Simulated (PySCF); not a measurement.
Polarisability and C₆ of Al³⁺ (aluminium, charge +3)

[Ne], closed-shell 1S. Calculation: PySCF 2.14, in aug-cc-pVTZ-DK (6s5p3d2f, 50 functions); the spin-free X2C one-electron Hamiltonian (Gaussian nucleus). Coupled (time-dependent) response in atomic units; α is the mean over directions.

| method | mean α (bohr³) | C₆ (like pair) | S(−4) |
| --- | --- | --- | --- |
| UHF | 0.1173 | 0.03947 | 0.008703 |
| PBE | 0.1322 | 0.04700 | 0.01126 |
| PBE0 | 0.1273 | 0.04445 | 0.01039 |
| CAM-B3LYP | 0.1299 | 0.04578 | 0.01086 |
| M06-2X | 0.1247 | 0.04301 | 0.009997 |

S(−4) is the Cauchy moment in α(ω) = α(0) + S(−4) ω² + …

α(iu) at PBE0:

```tsv
u (hartree)	α(iu) (bohr³)
0	0.1273
0.0500	0.1272
0.100	0.1272
0.200	0.1268
0.300	0.1263
0.500	0.1247
0.750	0.1217
1.00	0.1178
1.50	0.1079
2.00	0.09682
3.00	0.07542
5.00	0.04507
```

For an ion, C₆ is the dispersion term alone; charge-induced terms of lower order in 1/R come first.
